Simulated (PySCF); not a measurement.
## C₆ coefficients of unlike pairs at CAM-B3LYP

Calculated with PySCF 2.14 from the dipole response of each species, C₆(A,B) = (3/π) ∫ α_A(iu) α_B(iu) du, in atomic units, from isotropic polarisabilities. For ions this is the dispersion term alone; charge-induced terms of lower order in 1/R come first.

```csv
species,configuration,basis,relativity,α (bohr³),C₆ (like pair)
O²⁺,[He] 2s2 2p2 (3P),"aug-cc-pCVTZ-DK with one added diffuse shell each of s, p, d, f type (8s7p5d3f)",spin-free X2C,1.721,2.298
Al⁺,[Ne] 3s2 (1S),aug-cc-pVTZ-DK (6s5p3d2f),spin-free X2C,23.70,118.3
Mg²⁺,[Ne] (1S),"x2c-QZVPPall with one added diffuse shell each of s, p, d, f type (10s7p6d3f)",spin-free X2C,0.5017,0.6012
```

(1) Estimate C₆ for Al⁺ with O²⁺.

No spin-orbit coupling is included.

The other pairs:

```tsv
pair	C₆
Mg²⁺, O²⁺	1.058
Mg²⁺, Al⁺	4.704
```

Answers

(1) The integral gives 13.38. The combination rule 2 C_A C_B / (C_A α_B/α_A + C_B α_A/α_B) gives 13.51 and the geometric mean 16.49.
